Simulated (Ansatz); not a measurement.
Ansatz (a first-principles code) input (B3LYP-D3(BJ)/def2-TZVP):

Ansatz 0.2 input:
```yaml
crystal:
  periodic: [false, false, false]
  atoms:
    - {symbol: Ga, position_ang: [-0.30294375, -0.14672427, -0.24381653]}
    - {symbol: O, position_ang: [1.04322386, 0.40060262, 0.81135595]}
    - {symbol: H, position_ang: [1.04546530, 1.34363154, 1.06746482]}
basis:
  gaussian:
    orbitals: def2-TZVP
hamiltonian:
  xc: b3lyp
  dispersion: d3bj
total_charge: 1
magnetization: {spin_polarized: true, initial_magnetization: 1}
phonons: {temperatures: {t_min: 298.15, t_max: 298.15, t_step: 100}}
```

Output:

```
Functional definition: B3LYP
integrals: 0.02 GiB planned
598 factors; their error is unknown
mean field: 0.30 GiB planned
mean field evaluation 1: about -54408.9305 eV, gradient 8.7e1 eV
mean field evaluation 2: about -54200.0998 eV, gradient 1.5e2 eV
mean field evaluation 4: about -54434.5629 eV, gradient 1.1e1 eV
mean field evaluation 8: about -54434.8845 eV, gradient 6.5e-2 eV
mean field evaluation 16: about -54435.0373 eV, gradient 1.2e-4 eV
mean field -54435.03733817 eV, -2000.4507247841 hartree, gradient 2.4e-5 eV, S^2 0.757488; 1 other end points of the search recorded, 0 dependent functions left out
the calculation of the forces begins
reference -54435.03751526 eV, -2000.4507312923 hartree; 20, 19 occupied and 65, 66 virtual orbitals, 598 factors
these checks for a lower state are left out or cut short: stability, starts, cluster_reference, orbital_swaps, neighbouring_geometries, increment
integrals: 0.02 GiB planned
598 factors; their error is unknown
mean field: 0.30 GiB planned
mean field -54435.03729177 eV, -2000.4507230790 hartree, gradient 9.8e-7 eV, S^2 0.757414; 0 other end points of the search recorded, 0 dependent functions left out
the calculation of the forces begins
reference -54435.03746883 eV, -2000.4507295860 hartree; 20, 19 occupied and 65, 66 virtual orbitals, 598 factors
these checks for a lower state are left out or cut short: stability, starts, cluster_reference, orbital_swaps, neighbouring_geometries, increment
integrals: 0.02 GiB planned
598 factors; their error is unknown
mean field: 0.30 GiB planned
mean field evaluation 32: about -54434.8844 eV, gradient 1.8e-1 eV
mean field -54435.03729948 eV, -2000.4507233624 hartree, gradient 8.2e-7 eV, S^2 0.757561; 0 other end points of the search recorded, 0 dependent functions left out
the calculation of the forces begins
reference -54435.03747661 eV, -2000.4507298716 hartree; 20, 19 occupied and 65, 66 virtual orbitals, 598 factors
these checks for a lower state are left out or cut short: stability, starts, cluster_reference, orbital_swaps, neighbouring_geometries, increment
integrals: 0.02 GiB planned
598 factors; their error is unknown
mean field: 0.30 GiB planned
mean field -54435.03733657 eV, -2000.4507247254 hartree, gradient 1.5e-6 eV, S^2 0.757507; 0 other end points of the search recorded, 0 dependent functions left out
the calculation of the forces begins
reference -54435.03751367 eV, -2000.4507312338 hartree; 20, 19 occupied and 65, 66 virtual orbitals, 598 factors
these checks for a lower state are left out or cut short: stability, starts, cluster_reference, orbital_swaps, neighbouring_geometries, increment
integrals: 0.02 GiB planned
598 factors; their error is unknown
mean field: 0.30 GiB planned
mean field -54435.03733184 eV, -2000.4507245516 hartree, gradient 1.7e-6 eV, S^2 0.757469; 0 other end points of the search recorded, 0 dependent functions left out
the calculation of the forces begins
reference -54435.03750893 eV, -2000.4507310596 hartree; 20, 19 occupied and 65, 66 virtual orbitals, 598 factors
these checks for a lower state are left out or cut short: stability, starts, cluster_reference, orbital_swaps, neighbouring_geometries, increment
integrals: 0.02 GiB planned
598 factors; their error is unknown
mean field: 0.30 GiB planned
mean field -54435.03728878 eV, -2000.4507229690 hartree, gradient 8.2e-7 eV, S^2 0.757555; 0 other end points of the search recorded, 0 dependent functions left out
the calculation of the forces begins
reference -54435.03746590 eV, -2000.4507294782 hartree; 20, 19 occupied and 65, 66 virtual orbitals, 598 factors
these checks for a lower state are left out or cut short: stability, starts, cluster_reference, orbital_swaps, neighbouring_geometries, increment
integrals: 0.02 GiB planned
598 factors; their error is unknown
mean field: 0.30 GiB planned
mean field evaluation 64: about -54435.0373 eV, gradient 1.4e-1 eV
mean field -54435.03728935 eV, -2000.4507229901 hartree, gradient 9.5e-7 eV, S^2 0.757420; 0 other end points of the search recorded, 0 dependent functions left out
the calculation of the forces begins
reference -54435.03746642 eV, -2000.4507294972 hartree; 20, 19 occupied and 65, 66 virtual orbitals, 598 factors
these checks for a lower state are left out or cut short: stability, starts, cluster_reference, orbital_swaps, neighbouring_geometries, increment
integrals: 0.02 GiB planned
598 factors; their error is unknown
mean field: 0.30 GiB planned
mean field -54435.03726178 eV, -2000.4507219768 hartree, gradient 2.2e-6 eV, S^2 0.757475; 0 other end points of the search recorded, 0 dependent functions left out
the calculation of the forces begins
reference -54435.03743887 eV, -2000.4507284850 hartree; 20, 19 occupied and 65, 66 virtual orbitals, 598 factors
these checks for a lower state are left out or cut short: stability, starts, cluster_reference, orbital_swaps, neighbouring_geometries, increment
integrals: 0.02 GiB planned
598 factors; their error is unknown
mean field: 0.30 GiB planned
mean field -54435.03726343 eV, -2000.4507220374 hartree, gradient 2.7e-6 eV, S^2 0.757500; 0 other end points of the search recorded, 0 dependent functions left out
the calculation of the forces begins
reference -54435.03744052 eV, -2000.4507285455 hartree; 20, 19 occupied and 65, 66 virtual orbitals, 598 factors
these checks for a lower state are left out or cut short: stability, starts, cluster_reference, orbital_swaps, neighbouring_geometries, increment
integrals: 0.02 GiB planned
598 factors; their error is unknown
mean field: 0.30 GiB planned
mean field -54435.03733133 eV, -2000.4507245327 hartree, gradient 1.6e-6 eV, S^2 0.757494; 0 other end points of the search recorded, 0 dependent functions left out
the calculation of the forces begins
reference -54435.03750842 eV, -2000.4507310409 hartree; 20, 19 occupied and 65, 66 virtual orbitals, 598 factors
these checks for a lower state are left out or cut short: stability, starts, cluster_reference, orbital_swaps, neighbouring_geometries, increment
integrals: 0.02 GiB planned
598 factors; their error is unknown
mean field: 0.30 GiB planned
mean field evaluation 96: about -54435.0373 eV, gradient 2.7e-4 eV
mean field -54435.03732314 eV, -2000.4507242319 hartree, gradient 1.6e-6 eV, S^2 0.757482; 0 other end points of the search recorded, 0 dependent functions left out
the calculation of the forces begins
reference -54435.03750024 eV, -2000.4507307400 hartree; 20, 19 occupied and 65, 66 virtual orbitals, 598 factors
these checks for a lower state are left out or cut short: stability, starts, cluster_reference, orbital_swaps, neighbouring_geometries, increment
integrals: 0.02 GiB planned
598 factors; their error is unknown
mean field: 0.30 GiB planned
mean field -54435.03726525 eV, -2000.4507221044 hartree, gradient 2.5e-6 eV, S^2 0.757481; 0 other end points of the search recorded, 0 dependent functions left out
the calculation of the forces begins
reference -54435.03744234 eV, -2000.4507286123 hartree; 20, 19 occupied and 65, 66 virtual orbitals, 598 factors
these checks for a lower state are left out or cut short: stability, starts, cluster_reference, orbital_swaps, neighbouring_geometries, increment
integrals: 0.02 GiB planned
598 factors; their error is unknown
mean field: 0.30 GiB planned
mean field -54435.03726832 eV, -2000.4507222175 hartree, gradient 2.9e-6 eV, S^2 0.757494; 0 other end points of the search recorded, 0 dependent functions left out
the calculation of the forces begins
reference -54435.03744543 eV, -2000.4507287259 hartree; 20, 19 occupied and 65, 66 virtual orbitals, 598 factors
Total energy: -54435.09590954 eV, -2000.4528772425 hartree
Atom 0 at    -0.302944    -0.146724    -0.243817 Å, force     0.000433     0.000166     0.000337 eV/Å
Atom 1 at     1.043224     0.400603     0.811356 Å, force    -0.000448     0.000030    -0.000294 eV/Å
Atom 2 at     1.045465     1.343632     1.067465 Å, force     0.000014    -0.000195    -0.000043 eV/Å
Dipole moment:    -0.311598     0.157609    -0.167487 e Å
Vibrations: 550.84 819.19 3667.13 cm⁻¹, zero-point energy 0.312264 eV
```
